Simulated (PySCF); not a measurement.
## Steps of a relaxation of [Yb(H2O)7]3+

[Yb(H2O)7]3+ (singlet in the valence; each metal's 4f electrons, 13 of them, lie in its core potential, out of spins and levels; a saddle point, relaxed within its symmetry). PySCF 2.14.0, RKS BP86, Yb lcecp-1-SVP with ECP59, O def2-SVP, H def2-SVP; non-relativistic Hamiltonian with scalar-relativistic core potentials where named; density fitting; no spin-orbit coupling. Origin of the start: template. Columns: position (Å) and force (eV/Å). Energies are counted from the last step; some of the 7 steps are shown. Forces carry noise of the integration grid, about 0.01 to 0.03 eV/Å.

Run from Python with OMP_NUM_THREADS=4. Where DIIS fails, smearing, a level shift and second-order steps follow.
It took 71 s on 4 threads of Arm Neoverse V1 (shared host), from the converged density of the start.

```xyz
22
step 0  E = 0.145 eV
Yb    0.0000    0.0000    0.0000     0.00    0.00    0.00
O     0.0000    0.0000    2.4175     0.00    0.00   -1.59
H     0.7700    0.0000    3.0075     0.56    0.00    0.54
H    -0.7700    0.0000    3.0075    -0.56    0.00    0.54
O     0.0000    0.0000   -2.4175     0.00    0.00    1.59
H     0.7700    0.0000   -3.0075     0.56    0.00   -0.54
H    -0.7700    0.0000   -3.0075    -0.56    0.00   -0.54
O     2.4175    0.0000    0.0000    -1.10    0.00    0.00
H     3.0075    0.0000    0.7700     0.49    0.00    0.45
H     3.0075    0.0000   -0.7700     0.49    0.00   -0.45
O     0.7470    2.2992    0.0000    -0.31   -1.03    0.00
H     0.9294    2.8603    0.7700     0.12    0.42    0.50
H     0.9294    2.8603   -0.7700     0.12    0.42   -0.50
O    -1.9558    1.4210    0.0000     0.86   -0.67    0.00
H    -2.4331    1.7678    0.7700    -0.36    0.30    0.47
H    -2.4331    1.7678   -0.7700    -0.36    0.30   -0.47
O    -1.9558   -1.4210    0.0000     0.86    0.67    0.00
H    -2.4331   -1.7678    0.7700    -0.36   -0.30    0.47
H    -2.4331   -1.7678   -0.7700    -0.36   -0.30   -0.47
O     0.7470   -2.2992    0.0000    -0.31    1.03    0.00
H     0.9294   -2.8603    0.7700     0.12   -0.42    0.50
H     0.9294   -2.8603   -0.7700     0.12   -0.42   -0.50
```

```xyz
22
step 2  E = 0.015 eV
Yb   -0.0001    0.0000    0.0000     0.00    0.00    0.00
O    -0.0007    0.0000    2.3697     0.00    0.00   -0.11
H     0.7739    0.0000    2.9858    -0.07    0.00   -0.09
H    -0.7757    0.0000    2.9853     0.07    0.00   -0.09
O    -0.0007    0.0000   -2.3697     0.00    0.00    0.11
H     0.7739    0.0000   -2.9858    -0.07    0.00    0.09
H    -0.7757    0.0000   -2.9853     0.07    0.00    0.09
O     2.4035    0.0000    0.0000     0.03    0.00    0.00
H     3.0159    0.0000    0.7721    -0.03    0.00   -0.06
H     3.0159    0.0000   -0.7721    -0.03    0.00    0.06
O     0.7436    2.2789    0.0000     0.00    0.02    0.00
H     0.9135    2.8616    0.7768    -0.02   -0.05   -0.06
H     0.9135    2.8616   -0.7768    -0.02   -0.05    0.06
O    -1.9457    1.4075    0.0000    -0.03    0.04    0.00
H    -2.4199    1.7924    0.7740     0.04   -0.02   -0.07
H    -2.4199    1.7924   -0.7740     0.04   -0.02    0.07
O    -1.9457   -1.4075    0.0000    -0.03   -0.04    0.00
H    -2.4199   -1.7924    0.7740     0.04    0.02   -0.07
H    -2.4199   -1.7924   -0.7740     0.04    0.02    0.07
O     0.7436   -2.2789    0.0000     0.00   -0.02    0.00
H     0.9135   -2.8616    0.7768    -0.02    0.05   -0.06
H     0.9135   -2.8616   -0.7768    -0.02    0.05    0.06
```

```xyz
22
step 4  E = 0.001 eV
Yb   -0.0001    0.0000    0.0000     0.00    0.00    0.00
O    -0.0022    0.0000    2.3295     0.00    0.00    0.05
H     0.7694    0.0000    2.9468     0.01    0.00   -0.03
H    -0.7752    0.0000    2.9450    -0.01    0.00   -0.04
O    -0.0022    0.0000   -2.3295     0.00    0.00   -0.05
H     0.7694    0.0000   -2.9468     0.01    0.00    0.03
H    -0.7752    0.0000   -2.9450    -0.01    0.00    0.04
O     2.4001    0.0000    0.0000     0.06    0.00    0.00
H     3.0152    0.0000    0.7687    -0.02    0.00    0.01
H     3.0152    0.0000   -0.7687    -0.02    0.00   -0.01
O     0.7374    2.2684    0.0000     0.01    0.03    0.00
H     0.9034    2.8531    0.7742     0.00   -0.01    0.01
H     0.9034    2.8531   -0.7742     0.00   -0.01   -0.01
O    -1.9375    1.4080    0.0000    -0.03    0.03    0.00
H    -2.4068    1.8009    0.7709     0.01   -0.01    0.01
H    -2.4068    1.8009   -0.7709     0.01   -0.01   -0.01
O    -1.9375   -1.4080    0.0000    -0.03   -0.03    0.00
H    -2.4068   -1.8009    0.7709     0.01    0.01    0.01
H    -2.4068   -1.8009   -0.7709     0.01    0.01   -0.01
O     0.7374   -2.2684    0.0000     0.01   -0.03    0.00
H     0.9034   -2.8531    0.7742     0.00    0.01    0.01
H     0.9034   -2.8531   -0.7742     0.00    0.01   -0.01
```

Where does the relaxation end?

It converges at step 6 in C2v:
```xyz
22
step 6  E = 0
Yb    0.0000    0.0000    0.0000
O    -0.0032    0.0000    2.3269
H     0.7698    0.0000    2.9416
H    -0.7785    0.0000    2.9388
O    -0.0032    0.0000   -2.3269
H     0.7698    0.0000   -2.9416
H    -0.7785    0.0000   -2.9388
O     2.4029    0.0000    0.0000
H     3.0158    0.0000    0.7700
H     3.0158    0.0000   -0.7700
O     0.7377    2.2686    0.0000
H     0.9037    2.8516    0.7752
H     0.9037    2.8516   -0.7752
O    -1.9383    1.4091    0.0000
H    -2.4061    1.8012    0.7721
H    -2.4061    1.8012   -0.7721
O    -1.9383   -1.4091    0.0000
H    -2.4061   -1.8012    0.7721
H    -2.4061   -1.8012   -0.7721
O     0.7377   -2.2686    0.0000
H     0.9037   -2.8516    0.7752
H     0.9037   -2.8516   -0.7752
```

How did the contacts change?


```tsv
contact	start (Å)	end (Å)
Yb1–O2 (H2O)	2.417	2.327
Yb1–O5 (H2O)	2.417	2.327
Yb1–O8 (H2O)	2.417	2.403
Yb1–O11 (H2O)	2.418	2.386
Yb1–O14 (H2O)	2.418	2.396
Yb1–O17 (H2O)	2.418	2.396
Yb1–O20 (H2O)	2.418	2.386
```


An lcecp potential fixes the number of 4f electrons, so in runs with it no electron can move into or out of that shell.
